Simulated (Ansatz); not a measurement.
A nudged elastic band was laid between two geometries of CH₄BNO (8 atoms, charge 0, multiplicity 1).

These are results of RKS PBE-D4/def2-mTZVP (Ansatz 0.2.0), not measurements.

| Quantity | Value |
| --- | --- |
| movable images | 7 |
| climbing image | yes |
| spring | 5.0 eV/Å² |
| optimiser | quadratic models (default) |
| start path | IDPP |
| force threshold | 0.03 eV/Å |
| iteration limit | 60 |
| end points | relaxed |

First end point:

```xyz
8
Properties=species:S:1:pos:R:3
N -0.778 0.868 -0.465
B 0.405 0.133 -0.441
C 0.540 -0.959 0.718
O 1.516 -1.681 0.892
H -0.986 1.592 -1.149
H -1.531 0.732 0.211
H 1.264 0.324 -1.253
H -0.338 -1.067 1.431
```

Last end point:

```xyz
8
Properties=species:S:1:pos:R:3
N -0.781 0.862 -0.470
B 0.407 0.137 -0.438
C 0.543 -0.954 0.722
O 1.514 -1.682 0.889
H -1.537 0.720 0.201
H -0.993 1.582 -1.157
H 1.271 0.334 -1.244
H -0.333 -1.057 1.441
```

Problem. What changes between the two ends?

Solution. No bond is made or broken. The dihedral H6–N1–B2–C3 goes from 0 to -180°. The two ends are copies of one structure, up to a mirror image or an exchange of like atoms.

Problem. Give the energies along the band, and the barrier.

Solution. The run converged. The highest image is number 4 of 0 to 8, 1.47 eV above the ends, which have the same energy within 2 meV. A vibrational analysis at the climbing image gives 2 clearly imaginary modes (870i, 74i cm⁻¹): a point of higher order, so a lower path passes nearby.

```csv
image,path coordinate (Å),energy (eV),dihedral H6–N1–B2–C3 (°)
0,0.00,0.00,0
1,0.49,0.10,18
2,0.97,0.51,55
3,1.46,1.13,94
4,1.94,1.47,124
5,2.43,1.13,139
6,2.91,0.51,149
7,3.40,0.10,166
8,3.88,0.00,-180
```

Problem. What is the geometry of the highest image?

Solution. 
```xyz
8
Properties=species:S:1:pos:R:3
N -0.944 0.927 -0.102
B 0.346 0.233 -0.174
C 0.424 -1.294 0.344
O 1.468 -1.941 0.321
H -1.211 1.279 -1.034
H -0.850 1.798 0.442
H 1.372 0.716 -0.595
H -0.513 -1.775 0.743
```

Run time: 110 s on 1 CPU thread of a shared host.
